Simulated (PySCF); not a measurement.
Gas-phase reaction: 2 Ga2O + 6 F2 → 4 GaF3 + O2

Energies from PySCF, thermal terms from the rigid-rotor harmonic-oscillator model, ideal gas at 1 bar. † marks an energy on the PBE0/def2-TZVP geometry and frequencies; other levels use their own. CCSD(T) freezes the core. 6-31G* has spherical d functions here. Open shells (unrestricted): O2 (multiplicity 3); the rest are closed-shell singlets. Ga: all electrons, no relativistic terms. CCSD(T) isn't extrapolated to the basis-set limit; its ΔH°(298 K) is -3387.9 kJ in def2-SVP and -3410.1 kJ in def2-TZVPP. The harmonic model lacks anharmonicity and excited electronic states, which grow with temperature; levels with a mode under 35 cm⁻¹ are left out. Soft modes under 120 cm⁻¹ make the harmonic entropy rough for Ga2O.

```json
[
 {"level": "BLYP/def2-TZVP†", "ΔE electronic, kJ": "-3090", "ΔH°(298 K), kJ": "-3079", "ΔS°(298 K), J/K": "-411", "ΔG°(2000 K), kJ": "-2291"},
 {"level": "CCSD(T)/def2-SVP†", "ΔE electronic, kJ": "-3398", "ΔH°(298 K), kJ": "-3388", "ΔS°(298 K), J/K": "-411", "ΔG°(2000 K), kJ": "-2600"},
 {"level": "CCSD(T)/def2-TZVPP†", "ΔE electronic, kJ": "-3420", "ΔH°(298 K), kJ": "-3410", "ΔS°(298 K), J/K": "-411", "ΔG°(2000 K), kJ": "-2622"},
 {"level": "HF/6-31G*", "ΔE electronic, kJ": "-3681", "ΔH°(298 K), kJ": "-3671", "ΔS°(298 K), J/K": "-429", "ΔG°(2000 K), kJ": "-2846"},
 {"level": "M06-2X/def2-TZVP†", "ΔE electronic, kJ": "-3536", "ΔH°(298 K), kJ": "-3525", "ΔS°(298 K), J/K": "-411", "ΔG°(2000 K), kJ": "-2737"},
 {"level": "PBE0/def2-TZVP", "ΔE electronic, kJ": "-3354", "ΔH°(298 K), kJ": "-3344", "ΔS°(298 K), J/K": "-411", "ΔG°(2000 K), kJ": "-2556"},
 {"level": "ωB97X-V/def2-TZVP†", "ΔE electronic, kJ": "-3414", "ΔH°(298 K), kJ": "-3404", "ΔS°(298 K), J/K": "-411", "ΔG°(2000 K), kJ": "-2616"}
]
```
ΔH° is lowest at HF/6-31G* and highest at BLYP/def2-TZVP†. No reference value is set beside these.
